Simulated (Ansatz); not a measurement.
`[OH][AlH][CH]=S` + `[Cl][SbH2]` → `[OH][AlH][Cl]` + `S=[CH][SbH2]` at 600 K and 1 bar (redistribution).

Isolated molecules relaxed with PBE0-D4/def2-TZVP in Ansatz; ΔE leaves out vibrations. CCSD(T)/CBS is the MP2 limit (def2-TZVPP, def2-QZVPP) plus CCSD(T) − MP2 in def2-TZVPP, frozen cores. This one scheme is used for every species. def2 core potentials past Kr. For Sb outer-core shells are correlated without core-valence functions, which leaves a few kJ/mol of doubt a bond. One conformer a species, not always the lowest.

```tsv
species	CCSD(T)/CBS energy (Eh)	H − E (kJ/mol)	S (J/(mol·K))
`[OH][AlH][CH]=S`	-754.84375	146.1	396.7
`[Cl][SbH2]`	-701.00845	67.5	318.9
`[OH][AlH][Cl]`	-778.29577	96.1	342.8
`S=[CH][SbH2]`	-677.58851	118.1	374.6
```

H − E and S are ideal-gas, rigid-rotor, harmonic terms from PBE0-D4/def2-TZVP, for one conformer and one mirror image of each species. 1 Eh = 2625.50 kJ/mol, R = 8.31446 J/(mol·K).

**Question.** By hand: ΔE, ΔH, ΔS and ΔG.

**Answer.** ΔE = (-778.29577) + (-677.58851) − (-754.84375) − (-701.00845) = -0.03208 Eh = -84.2 kJ/mol. Δ(H − E) = 96.1 + 118.1 − 146.1 − 67.5 = 0.6, so ΔH = -83.6 kJ/mol. ΔS = 342.8 + 374.6 − 396.7 − 318.9 = 1.8 J/(mol·K). ΔG = -83.6 − 600 × (1.8)/1000 = -84.7 kJ/mol.

**Question.** By hand: the equilibrium constant, and the temperature at which ΔG would vanish if ΔH and ΔS stayed fixed.

**Answer.** log₁₀ K = −ΔG/(RT ln 10) = 7.4. ΔH and −TΔS have one sign here, so there is no such temperature.

The number of gas molecules stays the same, so ΔS is small and ΔH decides. A doubt of 5 kJ/mol in ΔE shifts log₁₀ K by 0.4 here. Other conformers and mirror images would add mixing entropy, several J/(mol·K) or more a flexible species. These are equilibria of isolated gas molecules and say nothing of rates. Largest T1 diagnostic: 0.017 (customary marks: 0.02 for closed shells, 0.045 for open ones).

ΔS is within the doubt of such terms, so its sign, and with it that verdict, could turn.
